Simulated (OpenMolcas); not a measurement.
Nb3+ (d2) on a cation site of an ionic host was computed by SS-CASPT2, IPEA 0.25 Eh, imaginary shift 0.1 Eh with the d shell active (OpenMolcas, ANO-RCC-VTZP on the metal). Its lowest spin-free states, and all those of the highest spin:

```tsv
2S+1	Degeneracy	E (cm-1)
3	3	0
1	3	6090
1	2	6580
1	1	14910
3	3	15160
3	3	20960
1	3	21380
1	3	23860
3	1	31510
1	2	38010
1	1	46290
```

Problem. Is the site octahedral, tetrahedral or cube-like, axial, or of lower symmetry?

Solution. The states with 2S+1 = 3 have orbital degeneracies 3, 3, 3, 1. Threefold states need a cubic site. For d2 at this spin an octahedron puts the threefold T1 below the threefold T2 and a tetrahedron or cube puts the single A2 below the threefold T2, so the site is octahedral. The run had Nb3+ with its 6 nearest bromide ions at 2.765 Å, on the Y site of Cs2NaYBr6 (a = 11.3047 Å, distance in the model lattice 2.765 Å). The rest of the host is ab initio model potentials to 7.6 Å and point charges beyond; the distance is set by hand and nothing relaxes. Ligand basis ANO-RCC-VDZP.

Roots that are degenerate in the reference are averaged as groups; the widest CASPT2 spread within a group is 600 cm-1 (the 3-fold group of multiplicity 1 near 21400 cm-1 above the lowest state of its run). Shifts and gaps below about the spread of the groups concerned are not significant. Over all roots computed the reference weight is 0.68 to 0.69; a low but even weight reflects the number of correlated electrons. An orbital triplet at a regular site is open to Jahn-Teller coupling, which can distort the site and quench the lowest spin-orbit gaps and is left out. The least metal-like active orbital is 80 % on the metal (Löwdin) and no ligand orbital is active, so the numbers are rough. Ligand-to-metal charge-transfer states are missing. With no ligand orbital active B as a rule stays too high, so bands that hang on it stand too high and its fall with covalency is understated. With one d shell and no ligand orbital active, 10Dq can be off by a tenth or more. The distance lies 3 % over the 2.677 Å that this model takes as the normal distance (a Shannon-type radius plus a fixed donor radius, weighted with the host); by an R⁻⁵ law this alone changes a d-shell field by about -15 %. No measured value stands beside these numbers; the geometry was set by hand and not optimised.
